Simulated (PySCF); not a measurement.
Part of a log for ZnBr2(H2O)2 (`[OH2]->[Zn](<-[OH2])([Br])[Br]`): ground state, then the species with a core hole.

The calculation used delta-SCF UKS SCAN, pcX-2 on the ionised atom (unc-x2c-TZVPall on a metal), pcseg-1 elsewhere, spin-free X2C (PySCF 2.14.0). Atoms in this output count from 0. The cycles run on a coarse integration grid; for E(ground) and E(ion) the exchange–correlation energy is redone on a finer one, so they differ from the last cycle, and only they enter the binding energy.

Coordinates (Å, PBE0-D3(BJ)/def2-SVP):
```
Zn     0.468810     0.051425     0.382612
Br     0.121321     0.264883     2.651080
Br     2.121665     0.030941    -1.265606
O     -0.651515     1.607950    -0.484535
H     -0.075028     1.955462    -1.181899
H     -0.799351     2.326335     0.145377
O     -0.419409    -1.775605    -0.146852
H     -0.529012    -2.367276     0.609789
H      0.192292    -2.209301    -0.759987
```

```
ground state, core basis on atom 3 (O), 164 functions
  cycle   1  E = -7142.69232947  |g| = 1.68e-01
  cycle   2  E = -7142.68557899  |g| = 2.60e-01
  cycle   3  E = -7142.69509294  |g| = 2.83e-02
  cycle   4  E = -7142.69519783  |g| = 1.32e-02
  cycle   5  E = -7142.69524979  |g| = 8.88e-04
  cycle   6  E = -7142.69525123  |g| = 3.56e-04
  E(ground) = -7143.17769136 Eh
hole in O 1s of atom 3
  cycle   1  E = -7122.01561810  |g| = 2.21e+00
  cycle   2  E = -7117.16609610  |g| = 3.06e+00
  cycle   3  E = -7122.38757940  |g| = 8.07e-01
  cycle   4  E = -7122.75879061  |g| = 3.26e-01
  cycle   5  E = -7122.78865848  |g| = 2.46e-01
  cycle   6  E = -7122.81179191  |g| = 6.77e-02
  cycle   7  E = -7122.81302022  |g| = 1.92e-02
  cycle   8  E = -7122.81322922  |g| = 5.31e-03
  cycle   9  E = -7122.81323886  |g| = 2.58e-03
  cycle  10  E = -7122.81324483  |g| = 7.08e-04
  cycle  11  E = -7122.81324315  |g| = 3.40e-04
  E(ion) = -7123.29611283 Eh   <S^2> = 0.7624   hole on atom = 1.000
```

Question: What is the O 1s binding energy of atom 3?

Answer: (-7123.296113 − (-7143.177691)) Eh × 27.2114 eV/Eh = 541.00 eV, for the oxygen bonded to Zn and 2 H.

```
ground state, core basis on atom 0 (Zn), 197 functions
  cycle   1  E = -7146.13316631  |g| = 1.19e+00
  cycle   2  E = -7145.70111879  |g| = 2.47e+00
  cycle   3  E = -7146.32018562  |g| = 2.21e-01
  cycle   4  E = -7146.32554698  |g| = 1.39e-01
  cycle   5  E = -7146.32772814  |g| = 4.17e-02
  cycle   6  E = -7146.32798387  |g| = 8.50e-03
  cycle   7  E = -7146.32799555  |g| = 3.13e-03
  cycle   8  E = -7146.32800155  |g| = 4.39e-04
  E(ground) = -7146.66329710 Eh
hole in Zn 2p of atom 0
  cycle   1  E = -7107.23674094  |g| = 4.37e+00
  cycle   2  E = -7105.42318272  |g| = 5.12e+00
  cycle   3  E = -7108.05743300  |g| = 9.82e-01
  cycle   4  E = -7108.17656585  |g| = 4.99e-01
  cycle   5  E = -7108.30498042  |g| = 1.44e-01
  cycle   6  E = -7108.31440747  |g| = 5.17e-02
  cycle   7  E = -7108.31531728  |g| = 1.12e-02
  cycle   8  E = -7108.31539277  |g| = 1.37e-03
  cycle   9  E = -7108.31539013  |g| = 7.06e-04
  cycle  10  E = -7108.31538789  |g| = 3.57e-04
  E(ion) = -7108.64074881 Eh   <S^2> = 0.7520   hole on atom = 1.000
```

Question: What energy does this spin-free Zn 2p hole on atom 0 cost, and which doublet follows from it?

Answer: (-7108.640749 − (-7146.663297)) Eh × 27.2114 eV/Eh = 1034.65 eV. With the spin–orbit matrix of the shell the program then gives 2p3/2 = 1026.66 eV and 2p1/2 = 1050.80 eV; their weighted mean, 1034.70 eV, differs from that hole by +0.05 eV, as the three ground-state 2p orbitals of the atom aren't degenerate.

The ground state is recomputed for each atom, because the flexible core basis sits on the ionised atom alone; energies of different blocks can't be mixed. Geometry: PBE0-D3(BJ)/def2-SVP; no solvent, vibrations or thermal averaging. Metal 2p energies of this one-determinant scheme are less reliable than its 1s energies.

On one thread of an Arm Neoverse V1, on a shared host, this took 19 s of wall time and 0.60 GiB of memory at its peak.
Labels such as C1 count atoms from 1, the log's own numbers from 0.
